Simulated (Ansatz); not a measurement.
Total energies of C3H6BN (`CB1N=C1C`).

| atom | x (Å) | y (Å) | z (Å) |
| --- | --- | --- | --- |
| C1 | 1.347 | -1.641 | -0.561 |
| B2 | 0.169 | -0.743 | -0.123 |
| N3 | -1.216 | -0.721 | 0.233 |
| C4 | -0.608 | 0.433 | 0.225 |
| C5 | -1.083 | 1.794 | 0.524 |
| H6 | 1.495 | -1.530 | -1.641 |
| H7 | 2.287 | -1.345 | -0.089 |
| H8 | 1.164 | -2.699 | -0.360 |
| H9 | -0.924 | 2.438 | -0.344 |
| H10 | -0.491 | 2.219 | 1.339 |
| H11 | -2.140 | 1.795 | 0.797 |

The species carries charge 0 and has multiplicity 1. The geometry is a stationary point of PBE0-D4/def2-TZVP. Basis def2-TZVPP, the Gaussian-basis code of Ansatz.

RPA on PBE orbitals: Hartree–Fock energy of these orbitals -196.24824 Eh, correlation -1.28393 Eh (frozen core).

```csv
functional,energy without D4 (Eh),D4 term (kJ/mol)
LDA (SPW92),-195.74635,–
PBE,-197.31625,-17.4
revPBE,-197.52940,-58.8
BLYP,-197.49801,-38.8
r2SCAN,-197.46348,-4.4
B97M-V,-197.59696,–
PBE0,-197.34115,-14.6
B3LYP,-197.59672,-27.7
r2SCANh,-197.45543,-4.6
r2SCAN0,-197.44428,-5.1
HSE06 (plane-wave form),-197.32932,-13.4
BHLYP,-197.46790,-19.5
CAM-B3LYP,-197.47560,-14.6
LC-ωPBE,-197.44795,–
ωB97X-V,-197.52949,–
ωB97M-V,-197.49760,–
B2PLYP,-197.40736,–
PBE-QIDH,-197.30793,–
```

B3LYP takes the VWN-RPA correlation (the form of Gaussian; ORCA's B3LYP/G). HSE06 is the plane-wave form, built on full-range PBE exchange. The double hybrids freeze the cores in their second-order part.

LC-ωPBE has ω = 0.4 bohr⁻¹.
